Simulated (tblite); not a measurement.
C₃H₁₀N, charge +1, singlet, at a GFN2-xTB geometry; GFN1-xTB (tblite).

Here is a job for tblite.
```
$ tblite run mol.xyz --method gfn1 --charge 1 --spin 0 --spin-polarized --json tblite.json --no-restart

# file mol.xyz
14

N     -0.00145735    -0.00078979     0.34907080
C     -0.00683148     1.40360564    -0.09889597
C      1.21940542    -0.69518278    -0.09852509
C     -1.21129590    -0.70773025    -0.10870151
H     -0.00247043     1.44135056    -1.18709760
H      0.87339726     1.92496286     0.27271406
H     -0.89547623     1.91583180     0.26530846
H      1.25459564    -0.71020410    -1.18671739
H      1.22922597    -1.72074149     0.26595109
H      2.10574056    -0.18427709     0.27308679
H     -1.23721663    -0.72306702    -1.19714967
H     -2.10593863    -0.20601809     0.25545409
H     -1.21357974    -1.73335144     0.25572399
H     -0.00574458    -0.00311317     1.37596602
```

What the program printed (banner, timings and long lists left out):

```
xTB calculator
 | screened Coulomb repulsion
 | Coulomb electrostatics
 |  * isotropic Klopman-Ohno-Mataga-Nishimoto electrostatics
 |  * onsite third-order electrostatics
 | DFT-D3(BJ) dispersion correction
 | Interactions (1)
 | [1] spin polarization

halogen bonding energy    0.0000000000000E+00 Eh
repulsion energy          1.9284633612329E-01 Eh
dispersion energy        -4.2088401386846E-03 Eh
interaction energy        0.0000000000000E+00 Eh
number of electrons       2.6000000000000E+01 e
integral cutoff           1.9731147476801E+01 bohr

------------------------------------------------------------
  cycle        total energy    energy error   density error
------------------------------------------------------------
      1     -14.47596528285  -1.4664603E+01   3.4721786E-01
      2     -14.48267144712  -6.7061643E-03   2.0496787E-01
      3     -14.48294100840  -2.6956128E-04   1.1675981E-02
      4     -14.48306223873  -1.2123033E-04   1.6902810E-03
      5     -14.48306819560  -5.9568715E-06   3.0431439E-04
      6     -14.48306831762  -1.2201886E-07   3.3015087E-05
      7     -14.48306832091  -3.2917971E-09   7.1167903E-06
------------------------------------------------------------

electronic energy        -1.4671705816896E+01 Eh
total energy             -1.4483068320911E+01 Eh

Post processing:
 | Mayer-Wiberg bond orders

[Info] JSON dump of results written to 'tblite.json'
```
